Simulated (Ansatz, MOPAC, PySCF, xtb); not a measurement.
Internal rotation in SMILES c1oc(-c2ccco2)cc1 (C8H6O2). Scanned: dihedral O3–C4–C5–O9; all other coordinates were relaxed at B3LYP-D3(BJ)/def2-SVP. Points at φ and −φ are mirror images. Heavy atoms are numbered in the order of the SMILES c1coc(-c2ccco2)c1, hydrogens after them in the order of the atoms that carry them; the mirror image has the same energies with the sign of each dihedral reversed.

- GFN1-xTB // B3LYP-D3(BJ)/def2-SVP (xtb)
- AM1, restricted, heats of formation // B3LYP-D3(BJ)/def2-SVP (MOPAC)
- RHF/3-21G = restricted Hartree-Fock/3-21G, density fitting // B3LYP-D3(BJ)/def2-SVP run with PySCF 2.14.0
- CCSD(T)/cc-pVDZ = Ansatz (an electronic-structure program) with CCSD(T) on RHF/cc-pVDZ, frozen core // B3LYP-D3(BJ)/def2-SVP

Energies relative to the lowest point of each profile, in eV; the last columns give the difference from CCSD(T):

```json
[
 {"φ / °": "-165", "GFN1-xTB": "0.000", "AM1": "0.006", "RHF/3-21G": "0.000", "CCSD(T)/cc-pVDZ": "0.000", "GFN1-xTB − CCSD(T)/cc-pVDZ": "0.000", "AM1 − CCSD(T)/cc-pVDZ": "0.006", "RHF/3-21G − CCSD(T)/cc-pVDZ": "0.000"},
 {"φ / °": "-135", "GFN1-xTB": "0.126", "AM1": "0.053", "RHF/3-21G": "0.155", "CCSD(T)/cc-pVDZ": "0.084", "GFN1-xTB − CCSD(T)/cc-pVDZ": "0.042", "AM1 − CCSD(T)/cc-pVDZ": "-0.031", "RHF/3-21G − CCSD(T)/cc-pVDZ": "0.071"},
 {"φ / °": "-105", "GFN1-xTB": "0.268", "AM1": "0.101", "RHF/3-21G": "0.293", "CCSD(T)/cc-pVDZ": "0.159", "GFN1-xTB − CCSD(T)/cc-pVDZ": "0.109", "AM1 − CCSD(T)/cc-pVDZ": "-0.058", "RHF/3-21G − CCSD(T)/cc-pVDZ": "0.134"},
 {"φ / °": "-75", "GFN1-xTB": "0.280", "AM1": "0.092", "RHF/3-21G": "0.277", "CCSD(T)/cc-pVDZ": "0.145", "GFN1-xTB − CCSD(T)/cc-pVDZ": "0.135", "AM1 − CCSD(T)/cc-pVDZ": "-0.053", "RHF/3-21G − CCSD(T)/cc-pVDZ": "0.131"},
 {"φ / °": "-45", "GFN1-xTB": "0.178", "AM1": "0.040", "RHF/3-21G": "0.187", "CCSD(T)/cc-pVDZ": "0.092", "GFN1-xTB − CCSD(T)/cc-pVDZ": "0.086", "AM1 − CCSD(T)/cc-pVDZ": "-0.052", "RHF/3-21G − CCSD(T)/cc-pVDZ": "0.096"},
 {"φ / °": "-15", "GFN1-xTB": "0.087", "AM1": "0.000", "RHF/3-21G": "0.141", "CCSD(T)/cc-pVDZ": "0.077", "GFN1-xTB − CCSD(T)/cc-pVDZ": "0.010", "AM1 − CCSD(T)/cc-pVDZ": "-0.077", "RHF/3-21G − CCSD(T)/cc-pVDZ": "0.064"},
 {"φ / °": "15", "GFN1-xTB": "0.087", "AM1": "0.000", "RHF/3-21G": "0.141", "CCSD(T)/cc-pVDZ": "0.077", "GFN1-xTB − CCSD(T)/cc-pVDZ": "0.010", "AM1 − CCSD(T)/cc-pVDZ": "-0.077", "RHF/3-21G − CCSD(T)/cc-pVDZ": "0.064"},
 {"φ / °": "45", "GFN1-xTB": "0.178", "AM1": "0.040", "RHF/3-21G": "0.187", "CCSD(T)/cc-pVDZ": "0.092", "GFN1-xTB − CCSD(T)/cc-pVDZ": "0.086", "AM1 − CCSD(T)/cc-pVDZ": "-0.052", "RHF/3-21G − CCSD(T)/cc-pVDZ": "0.096"},
 {"φ / °": "75", "GFN1-xTB": "0.280", "AM1": "0.092", "RHF/3-21G": "0.277", "CCSD(T)/cc-pVDZ": "0.145", "GFN1-xTB − CCSD(T)/cc-pVDZ": "0.135", "AM1 − CCSD(T)/cc-pVDZ": "-0.053", "RHF/3-21G − CCSD(T)/cc-pVDZ": "0.131"},
 {"φ / °": "105", "GFN1-xTB": "0.268", "AM1": "0.101", "RHF/3-21G": "0.293", "CCSD(T)/cc-pVDZ": "0.159", "GFN1-xTB − CCSD(T)/cc-pVDZ": "0.109", "AM1 − CCSD(T)/cc-pVDZ": "-0.058", "RHF/3-21G − CCSD(T)/cc-pVDZ": "0.134"},
 {"φ / °": "135", "GFN1-xTB": "0.126", "AM1": "0.053", "RHF/3-21G": "0.155", "CCSD(T)/cc-pVDZ": "0.084", "GFN1-xTB − CCSD(T)/cc-pVDZ": "0.042", "AM1 − CCSD(T)/cc-pVDZ": "-0.031", "RHF/3-21G − CCSD(T)/cc-pVDZ": "0.071"},
 {"φ / °": "165", "GFN1-xTB": "0.000", "AM1": "0.006", "RHF/3-21G": "0.000", "CCSD(T)/cc-pVDZ": "0.000", "GFN1-xTB − CCSD(T)/cc-pVDZ": "0.000", "AM1 − CCSD(T)/cc-pVDZ": "0.006", "RHF/3-21G − CCSD(T)/cc-pVDZ": "0.000"}
]
```

GFN1-xTB is furthest from CCSD(T)/cc-pVDZ at -75 (0.135 eV, above); its mean absolute difference over the points is 0.064 eV.

AM1 is furthest from CCSD(T)/cc-pVDZ at -15 (-0.077 eV, below); its mean absolute difference over the points is 0.046 eV.

RHF/3-21G is furthest from CCSD(T)/cc-pVDZ at -105 (0.134 eV, above); its mean absolute difference over the points is 0.083 eV.
